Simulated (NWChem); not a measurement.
System: C₃H₆Se; SMILES [SeH]C1CC1

NWChem input:

```
start job
memory heap 200 mb stack 900 mb global 1100 mb
geometry units angstroms noautoz
  Se    -0.063380    -1.028430    -0.043175
  C      0.034692     0.808130     0.581686
  C     -0.773241     1.841774    -0.169916
  C      0.734394     1.868969    -0.233309
  H      1.370068    -1.337408     0.210381
  H      0.068899     0.900438     1.678975
  H     -1.297822     2.606479     0.424109
  H     -1.315656     1.515704    -1.071522
  H      1.212634     1.555914    -1.174357
  H      1.273678     2.656003     0.318021
end
basis spherical
  Se library 6-31g*
  C library 6-31g*
  H library 6-31g*
end
dft
  xc xwpbe 1.00 cpbe96 1.0 hfexch 1.00
  cam 0.6 cam_alpha 0.0 cam_beta 1.0
  iterations 150
  vectors input atomic output neutral.movecs
end
task dft energy
charge 1
dft
  odft
  mult 2
  vectors input atomic output cation.movecs
end
task dft energy
```

Coordinates come from a PBE-D3(BJ)/def2-SVP optimisation.

Ions are spin-unrestricted doublets at the neutral geometry; other ion states weren't tried. Functional: LC-ωPBE (HJS hole) with 6-31G*; the question gives the range parameter ω in 1/bohr.

Q: Give the results of this calculation. (LC-wPBE (HJS exchange hole, range parameter 0.6 per bohr)/6-31G* (spherical d), vertical spin-unrestricted ions.) Quantities: vertical ionisation energy, ΔSCF (eV); −ε(HOMO) (eV).

A: 
```
Item                                   Result
-------------------------------------  ------
vertical ionisation energy, ΔSCF (eV)    8.93
−ε(HOMO) (eV)                            9.68
```
